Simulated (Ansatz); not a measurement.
Species: dimethoxyborinic acid, C2H7BO3, charge 0, multiplicity 1. SMILES: COB(O)OC
Geometry from a B3LYP-D3(BJ)/def2-TZVP (Ansatz, a first-principles code) optimisation:
```
B
O 1 1.3628
O 1 1.3664 2 120.29
O 1 1.3724 2 120.36 3 180.00
H 4 0.9620 1 111.99 2 -180.00
C 3 1.4232 1 120.68 2 0.00
H 6 1.0887 3 107.37 1 -180.00
H 6 1.0917 7 109.39 3 120.58
H 6 1.0917 7 109.39 8 118.84
C 2 1.4235 1 120.70 3 -180.00
H 10 1.0887 2 107.36 1 180.00
H 10 1.0916 11 109.39 2 -120.56
H 10 1.0916 11 109.39 12 -118.88
```
Charge 0, spin multiplicity 1.

Quantity: atomisation energy (electronic, to ground-state atoms), in kJ/mol. Correlated levels leave the core frozen unless marked. Open shells are spin-unrestricted. No spin-orbit coupling. No relativistic terms. The coupled-cluster limit lacks core correlation, which all-electron functionals hold. Basis-set limits of correlation are two-point, X^-3; Hartree-Fock from the larger set. [CCSD(T)-MP2]/basis is that difference in the basis named.

```json
[
 {"level": "revPBE-D3(BJ)/def2-TZVPD", "program": "Ansatz + dftd3", "atomisation energy (kJ/mol)": "5358.4", "minus last row": "-62.0"},
 {"level": "PBE0/6-31G*", "program": "Ansatz", "atomisation energy (kJ/mol)": "5401.9", "minus last row": "-18.5"},
 {"level": "HSE06-D4/def2-TZVPD", "program": "Ansatz + dftd4", "atomisation energy (kJ/mol)": "5421.8", "minus last row": "1.4"},
 {"level": "MP2/6-31G*", "program": "Ansatz", "atomisation energy (kJ/mol)": "5086.0", "minus last row": "-334.4"},
 {"level": "SCS-MP2/cc-pVQZ", "program": "Ansatz", "atomisation energy (kJ/mol)": "5458.5", "minus last row": "38.1"},
 {"level": "CCSD/cc-pVTZ", "program": "Ansatz", "atomisation energy (kJ/mol)": "5213.2", "minus last row": "-207.2"},
 {"level": "CCSD/CBS(cc-pVTZ,cc-pVQZ)", "program": "Ansatz", "atomisation energy (kJ/mol)": "5332.9", "minus last row": "-87.5"},
 {"level": "CCSD(T) with core electrons/cc-pwCVTZ", "program": "Ansatz", "atomisation energy (kJ/mol)": "5317.2", "minus last row": "-103.2"},
 {"level": "RI-MP2/CBS(cc-pVTZ,cc-pVQZ)+[CCSD(T)-MP2]/cc-pVDZ", "program": "Ansatz", "atomisation energy (kJ/mol)": "5439.2", "minus last row": "18.8"},
 {"level": "CCSD(T)/CBS(cc-pVTZ,cc-pVQZ)", "program": "Ansatz", "atomisation energy (kJ/mol)": "5420.4", "minus last row": "0.0"}
]
```
